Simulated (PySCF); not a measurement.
Compound: C6H13As.
SMILES: `CC[C@@H]1CC[AsH]C1`

A linear-response calculation (PySCF, def2-SVPD basis, gas phase, vertical, core orbitals frozen in the response) gave these numbers; the functional is withheld.

Orbital energies (eV): HOMO-3 -9.02, HOMO-2 -8.74, HOMO-1 -8.45, HOMO -6.73, LUMO 0.31, LUMO+1 0.50, LUMO+2 1.10.

```csv
state,E (eV),f,"main configurations (H = HOMO, L = LUMO)"
S1,5.92,0.037,H→L (95%)
S2,6.12,0.076,H→L+1 (96%)
S3,6.91,0.058,"H→L+2 (65%), H→L+5 (23%)"
S4,7.06,0.098,"H→L+3 (45%), H→L+5 (44%)"
S5,7.13,0.016,"H→L+3 (36%), H→L+5 (27%), H→L+2 (26%)"
S6,7.31,0.0034,H→L+4 (84%)
```

Triplets, Tamm–Dancoff:

```
state  E (eV)  λ (nm)  main configurations (H = HOMO, L = LUMO)
   T1    5.06   245.1        H→L (49%), H→L+1 (35%), H→L+2 (8%)
   T2    5.16   240.5                    H→L+1 (53%), H→L (31%)
   T3    6.48   191.5                   H→L+5 (71%), H→L+2 (8%)
   T4    6.79   182.6       H→L+2 (54%), H→L (14%), H→L+5 (11%)
```

Vertical ionisation energy by ΔSCF with the same functional: 8.68 eV. Mean static polarisability: 102.3 au.

Task: Name the functional.
A. CAM-B3LYP
B. PBE0
C. HF
D. PBE

Result: B. PBE0 is a global hybrid with 25% exact exchange. In this run −ε(HOMO) = 6.73 eV differs from the ΔSCF value by -1.94 eV, and S1 differs from the orbital gap of 7.04 eV by -1.12 eV. The ratio −ε(HOMO)/IP is 0.78. Small neutral molecules mostly give 0.7 to 0.83 with PBE0, 0.5 to 0.7 with PBE, 0.85 to 0.93 with CAM-B3LYP; with Hartree–Fock the ratio is 1 or more (Koopmans' value less the relaxation energy is the ΔSCF value). The other options: PBE, a GGA without exact exchange; HF, time-dependent Hartree–Fock, 100% exact exchange; CAM-B3LYP, range-separated, 19% exact exchange at short range and 65% at long range (ω = 0.33 bohr⁻¹).

Level of theory: PySCF, TDDFT PBE0/def2-SVPD, vertical, gas phase, core orbitals frozen in the response. Geometry: PBE0-D3(BJ)/def2-SVP, one conformer, isolated molecule. The PBE0/def2-SVPD calculation is non-relativistic and has no spin–orbit coupling, an omission that weighs most on arsenic.

Without π bonds the low states are Rydberg-like; a valence basis with one diffuse set may place them up to an eV too high.
